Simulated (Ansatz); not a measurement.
Relaxed structures of Si2H3OF, closed shell (PBE0-D4/def2-TZVP; forces vanish, vibrations not checked; lower isomers may exist, and structures with a doubtful reference or unclear bonds are left out; Å). Computed with Ansatz 0.2.0 (basis: def2-TZVPP); correlated methods freeze the cores.

Question: Rank them by CCSD(T) energy, lowest first, and give each one's height above the lowest. Links in brackets join atoms within 1.22 times the sum of their covalent radii (1.1 for two metals). (An estimate is asked for; the value comes from the calculation.)
A.
Si₂H₃OF ([OH][Si]([F])[SiH2])
```
7
angstrom
O 0.4346 -1.6760 -0.7424
Si 0.1050 -0.5565 0.3844
F 0.0299 -1.4137 1.7131
Si 0.2886 1.6814 0.2513
H 0.4948 -1.3737 -1.6526
H -0.9362 1.7905 1.1360
H -0.4167 1.5480 -1.0898
```
B.
Si₂H₃OF ([OH2][Si]([F])[SiH])
```
7
angstrom
O 0.1237 -1.6356 -0.8493
Si 0.0579 -0.3509 0.6311
F 0.1615 -1.6004 1.6481
Si 0.0619 1.7398 0.1955
H 0.3512 -1.1297 -1.6437
H 0.7631 -2.3511 -0.7268
H 0.0350 0.9090 -1.1299
```
C.
Si₂H₃OF ([OH][Si][SiH2][F])
```
7
angstrom
O -0.0270 -1.6377 -0.8594
Si 0.6549 -1.1921 0.5822
F 1.6046 2.0911 0.8849
Si 0.4199 1.2211 0.2259
H -0.2785 -0.9862 -1.5208
H -0.8688 1.7371 0.7808
H 0.4012 1.5277 -1.2427
```

Answer: By the calculation: A (0.000 eV), C (0.123 eV), B (2.322 eV). Heights count from the lowest.

No T1 diagnostic of these runs exceeds 0.018. The restricted Hartree–Fock reference is unstable towards an unrestricted one at one or more of these structures.

For scale, one of the runs: CCSD(T)/def2-TZVPP, 188 basis functions, launched by `ansatz run in.yaml --threads 2 --pin off --events-out ev --progress --plain --max-ram 4352MiB`. Hardware: 2 CPU threads of an Arm Neoverse V2, shared host. Wall time 47 s; peak host memory 1.9 GiB.
